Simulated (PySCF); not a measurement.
Ta(Br)5, SMILES [Br][Ta]([Br])([Br])([Br])[Br], singlet at its PBE0/def2-SVP optimised geometry (Å):

```
6

Ta    -1.2191     0.0000     0.0000
Br    -1.2203    -2.4876     0.0008
Br    -1.2184     2.4876     0.0000
Br     1.2203     0.0000     0.0000
Br    -2.4392    -0.0005    -2.1125
Br    -2.4388     0.0006     2.1125
```

Method: PBE0/def2-TZVP, def2 effective core potentials past Kr (PySCF). The core electrons that the potentials of Ta replace are not part of the density.

Map of the electron localisation function on the plane z = 1.5 Å:

```
|0000000000000000000000000000000|
|0000000000000000000000000000000|
|0000000011222210000000000000000|
|0000000123454421000000000000000|
|0000001245676643100000000000000|
|0000001356788764200000000000000|
|0000000246888764200000000000000|
|0000000135788764100000000000000|
|0000000002466652000000000000000|
|0000000000134321000000000000000|
|0012333210011110000111100000000|
|0135788753110000012443210000000|
|1358999987531000135665420000000|
|1479999899852001257776531000000|
|2579994359963101367887531000000|
|2589982238973101468887631000000|
|2579994359963101367887531000000|
|1479999899852001257776531000000|
|1358999987531000135665420000000|
|0135788753110000012443210000000|
|0012333210011110000111100000000|
|0000000000134321000000000000000|
|0000000002466652000000000000000|
|0000000135788764100000000000000|
|0000000246888764200000000000000|
|0000001356788764200000000000000|
|0000001245676643100000000000000|
|0000000123454421000000000000000|
|0000000011222210000000000000000|
|0000000000000000000000000000000|
|0000000000000000000000000000000|
```
Scale: ten equal steps from 0.000 (start of '0') to 0.822 (end of '9'), in the order '0123456789'; x runs from -4.50 to 4.50, y from -4.50 (bottom) to 4.50 (top).
